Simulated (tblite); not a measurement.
Compound: C5H13BGeS.
SMILES with atom numbers: `[BH2:1][CH2:2][GeH2:3][S:4][CH2:5][CH:6]1[CH2:7][CH2:8]1` (hydrogens: H9, H10 on B1; H11, H12 on C2; H13, H14 on Ge3; H15, H16 on C5; H17 on C6; H18, H19 on C7; H20, H21 on C8)

Computed with GFN2-xTB (tblite), gas phase: L-BFGS steps from a force-field or distance-geometry start until the largest atomic force falls under 0.01 eV/Å.

Geometry at step 5:
```
atom  x, y, z in Å
B1     -4.0893    0.9384   -0.0126
C2     -3.4140   -0.4400   -0.1329
Ge3    -1.5272    0.0813    0.2245
S4     -0.2731   -1.7341   -0.1631
C5      1.4399   -1.3627    0.3719
C6      2.1056   -0.2867   -0.4184
C7      3.5237    0.0262   -0.0632
C8      2.4662    1.0535    0.1372
H9     -3.8369    1.7836   -0.7774
H10    -4.7941    1.1628    0.8892
H11    -3.7168   -1.1717    0.6240
H12    -3.4168   -0.9432   -1.0994
H13    -1.3943    0.5695    1.6638
H14    -1.1615    1.2480   -0.6779
H15     1.9702   -2.3033    0.2031
H16     1.4769   -1.1644    1.4379
H17     1.8619   -0.3263   -1.4638
H18     4.2277    0.1301   -0.8719
H19     3.9162   -0.4458    0.8176
H20     2.1541    1.2875    1.1392
H21     2.4726    1.9144   -0.5191
```

**Question.** What forces act on the atoms?

**Answer.** 
| atom | Fx (eV/Å) | Fy (eV/Å) | Fz (eV/Å) |
| --- | --- | --- | --- |
| B1 | -0.272 | -0.009 | -0.057 |
| C2 | 0.071 | -0.272 | 0.225 |
| Ge3 | 0.191 | -0.131 | 0.047 |
| S4 | -0.106 | 0.059 | 0.068 |
| C5 | -0.037 | -0.131 | 0.138 |
| C6 | 0.086 | 0.056 | -0.174 |
| C7 | 0.232 | -0.092 | -0.108 |
| C8 | -0.215 | 0.308 | -0.049 |
| H9 | -0.119 | 0.020 | -0.125 |
| H10 | 0.003 | 0.102 | 0.100 |
| H11 | 0.010 | 0.061 | -0.167 |
| H12 | 0.012 | 0.153 | -0.046 |
| H13 | 0.164 | -0.006 | -0.066 |
| H14 | 0.195 | -0.045 | 0.080 |
| H15 | -0.137 | -0.083 | -0.065 |
| H16 | -0.204 | 0.129 | 0.181 |
| H17 | -0.045 | -0.032 | -0.352 |
| H18 | 0.123 | 0.133 | 0.054 |
| H19 | 0.183 | -0.131 | 0.110 |
| H20 | 0.013 | 0.022 | 0.206 |
| H21 | -0.149 | -0.109 | 0.001 |

The largest, 0.38 eV/Å, acts on C8; the rms over all components is 0.137 eV/Å. The forces sum to zero within rounding, as they must for an isolated molecule in no field.

**Question.** Give the force on C8 in Eh/bohr and in nN.

**Answer.** 0.379 eV/Å ÷ 51.422 = 0.00737 Eh/bohr, and 0.379 eV/Å × 1.602 = 0.61 nN.

**Question.** How far is this geometry from the end of the optimisation?

**Answer.** 0.210 eV above it, and 0.390 Å rms away after alignment. The bonds farthest from their final lengths, with half the difference of the two atoms' forces along the bond (positive lengthens):

```tsv
bond	now (Å)	final (Å)	force along bond (eV/Å)
Ge3–S4	2.240	2.223	-0.16
C7–C8	1.488	1.498	+0.30
C6–H17	1.074	1.083	+0.10
C5–C6	1.492	1.500	+0.18
B1–C2	1.540	1.547	+0.18
C8–H20	1.075	1.082	+0.05
```

The angle farthest from its final value is B1–C2–Ge3, 99.6° against 106.3°.

Of the 2 listed bonds off by 0.010 Å or more, this force points towards the final length in 2.

The cost below is that of the whole relaxation. Time: 4.3 s wall. Hardware: one thread of an Intel Xeon at 2.50 GHz, shared host.
